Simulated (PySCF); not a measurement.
Dipole polarisabilities along the 5d series, charge +2

Calculated with PySCF 2.14 for the ground configurations, without spin-orbit coupling: coupled response for Hartree-Fock and DFT. Mean α in bohr³, C₆ of like pairs in atomic units.

```
                                               species  α UHF  α PBE  α PBE0  C₆ UHF  C₆ PBE  C₆ PBE0
 W²⁺ [Xe] 4f14 5d4 (aug-cc-pVQZ-PP with ECP60MDF, ECP)  12.27  13.75   13.09   72.22   81.61    77.52
Re²⁺ [Xe] 4f14 5d5 (aug-cc-pVQZ-PP with ECP60MDF, ECP)  11.07  12.38   11.86   67.72   76.65    73.17
Os²⁺ [Xe] 4f14 5d6 (aug-cc-pVQZ-PP with ECP60MDF, ECP)  10.46  11.70   11.23   65.58   74.47    71.19
Pt²⁺ [Xe] 4f14 5d8 (aug-cc-pVQZ-PP with ECP60MDF, ECP)  8.754  9.813   9.443   56.12   63.92    61.26
```
